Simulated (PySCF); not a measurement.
**Tc (technetium, neutral): UHF calculation**

Configuration: [Kr] 4d4 5s2 6s1, high-spin 6D determinant (an excited configuration). All numbers are calculated (PySCF 2.14, a scalar-relativistic core potential, in aug-cc-pVDZ-PP with ECP28MDF (5s5p4d2f, 54 functions)).

```
Total energy                                                  : -79.488305 hartree
One-electron energy                                           : -133.5229 hartree
Hartree (Coulomb) energy                                      : 61.9543 hartree
Exchange energy                                               : -7.9197 hartree
⟨S²⟩                                                          : 8.7596
⟨L²⟩                                                          : 6.169
Sum of ⟨r⟩                                                    : 30.68 bohr
Sum of ⟨r²⟩                                                   : 131.5 bohr²
Traceless quadrupole moment −½Σ⟨3z² − r²⟩ along its main axis : 0.480 e·bohr²
```

```csv
shell,electrons,mean orbital energy (hartree),spread (hartree),"rms radius, mean of both spins (bohr)"
4s α,1,-3.73540,0,1.13
4s β,1,-3.48442,0,1.13
4p α,3,-2.52018,0.03865,1.26
4p β,3,-2.20279,0.06507,1.26
4d α,4,-0.78894,0.05579,1.70
5s α,1,-0.44285,0,3.32
5s β,1,-0.38095,0,3.32
6s α,1,-0.08541,0,9.27
```

Energies and moments cover only the electrons outside the core potential. The outer electron is Rydberg-like, and this basis confines it to a smaller radius and binds it less than a complete one would.
